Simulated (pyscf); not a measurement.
Structures and frequencies: ωB97X-D3(BJ)/def2-SVP in PySCF. MP2 and CC: frozen core, UHF for open shells. ΔMP2 is the change of the MP2 total energy from the triple- to the quadruple-zeta basis.

For •HP–GaH₂ -> [H₂P–GaH]•, a hydrogen shift (doublet surface; Ga–H broken, H–P formed), PBE/def2-TZVP gives ΔE‡ = 0.84 eV and ΔE = -0.31 eV (zero: the reactant's lowest minimum found). In which direction and how far do M06-2X/def2-TZVP, ωB97M-D3(BJ)/def2-TZVP, CCSD(T)/def2-TZVPP + ΔMP2(QZVPP) move these?

M06-2X: ΔE‡ = 1.08 eV, ΔE = -0.34 eV; ωB97M-D3(BJ): ΔE‡ = 1.17 eV, ΔE = -0.27 eV; CCSD(T): ΔE‡ = 1.13 eV, ΔE = -0.15 eV. PBE's barrier lies under all of them, by 0.24 to 0.34 eV. Its reaction energy lies among theirs. Low barriers are usual for a GGA, whose delocalisation error favours stretched bonds. This is the saddle that the search found; another between the same sides may lie lower. The CCSD(T) − MP2 part came from Ansatz, without density fitting, on the same reference. The frozen core leaves the outer d or s,p core shells of the metals and heavy elements correlated in the MP2 and CC values, and def2-TZVPP describes them poorly, which can shift differences by a few kcal/mol. Elements up to Kr have no core potential and no relativistic terms here.
